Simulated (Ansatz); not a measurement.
Cost and result up the ladder for Ge(vinyl)3(pyrrolidide) (C10H17GeN) (29 atoms). Charge 0, multiplicity 1. Geometry: PBE-D4/def2-SVP.

Cartesian coordinates in Å:
```
Ge -0.886 -0.045 -0.459
C -2.201 1.378 -0.211
C -2.579 1.801 1.011
H -2.671 1.821 -1.108
H -2.136 1.366 1.924
H -3.343 2.585 1.153
C 0.307 0.403 -1.948
C 0.436 1.653 -2.437
H 0.960 -0.393 -2.352
H -0.185 2.489 -2.069
H 1.165 1.904 -3.228
C -1.716 -1.787 -0.758
C -1.661 -2.447 -1.930
H -2.283 -2.228 0.082
H -1.118 -2.044 -2.803
H -2.163 -3.419 -2.079
N 0.018 -0.171 1.177
C 0.812 -1.368 1.457
C 2.263 -1.030 1.023
C 2.334 0.520 1.123
C 0.900 0.940 1.550
H 0.394 -2.260 0.948
H 0.787 -1.575 2.555
H 2.437 -1.365 -0.020
H 3.018 -1.537 1.657
H 3.095 0.865 1.851
H 2.590 0.968 0.141
H 0.861 1.081 2.657
H 0.567 1.895 1.093
```

Ansatz on 4 threads of Arm Neoverse V1 on a shared host. Times are rough, and most runs start from the orbitals of an earlier one. PBE0-D4/def2-TZVP serves as the yardstick here, not as an exact answer. Differences are given only for rows in sets of like size (and for xTB, whose basis is part of the method), since another set adds its own error. Binding counts from free atoms at the same level (Ge triplet, C triplet, H doublet, N quartet; other spins of the atoms weren't run), without zero-point energy or a counterpoise term.

Correlated methods freeze 20 core orbitals; core or outer-core shells of Ge are correlated, in sets that lack core-valence functions. The rows differ in basis, and correlated rows in double-zeta sets carry the largest basis error.

Run but left out: HF/STO-3G (restricted singlet, unstable in another Hartree–Fock run and untested here).

Correlated methods converge slowly with the basis, most of all in double-zeta sets.

| level | functions | binding energy per atom (eV) | difference from PBE0-D4/def2-TZVP (eV) | remarks |
| --- | --- | --- | --- | --- |
| B97M-V/def2-TZVP | 491 | 4.26 | -0.04 | – |
| PBE0-D4/def2-TZVP | 491 | 4.30 | 0.00 | – |
| MP2/def2-SVP | 271 | 4.14 | – | restricted SCF unstable |
| PBE-D4/def2-TZVP | 491 | 4.38 | 0.07 | – |
| PBE-D4/def2-SVP | 271 | 4.42 | – | – |
| r2SCAN-D4/def2-TZVP (with forces) | 491 | 4.27 | -0.03 | – |
| PBE0-D4/def2-SVP | 271 | 4.35 | – | – |
| LDA (SPW92)/def2-TZVP | 491 | 4.88 | 0.58 | – |

**Question.** Estimate how long each takes.

**Answer.** PBE-D4/def2-SVP 8 s; LDA (SPW92)/def2-TZVP 9 s; PBE-D4/def2-TZVP 16 s; PBE0-D4/def2-SVP 18 s; MP2/def2-SVP 21 s; r2SCAN-D4/def2-TZVP (with forces) 35 s; PBE0-D4/def2-TZVP 38 s; B97M-V/def2-TZVP 67 s. On shared hardware such times vary by a factor of up to 3.
